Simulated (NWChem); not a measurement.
System: GaH$_{3}$S$_{3}$; SMILES [SH][Ga]([SH])[SH]

Input file for NWChem:

```
start job
memory heap 200 mb stack 900 mb global 1100 mb
geometry units angstroms noautoz
  Ga     0.022014    -0.017884     0.014660
  S      1.147298    -1.905606    -0.054663
  H      0.039632    -2.662311    -0.220288
  S     -2.174416    -0.063248    -0.183334
  H     -2.324666     1.275034    -0.077108
  S      1.193581     1.827561     0.282795
  H      0.116025     2.642080     0.261645
end
basis spherical
  * library def2-svpd
end
dft
  xc b3lyp
  iterations 150
end
tddft
  cis
  nroots 6
  notriplet
end
task tddft energy
```

Coordinates come from a PBE0/def2-SVP optimisation.

Vertical excitations in the gas phase.

### Question
What results follow from this input? (B3LYP/def2-SVPD, TDA.) Quantities: lowest excitation, singlet (eV); orbital gap (eV).

### Answer
```json
{
  "lowest excitation, singlet (eV)": "4.94",
  "orbital gap (eV)": "5.94"
}
```
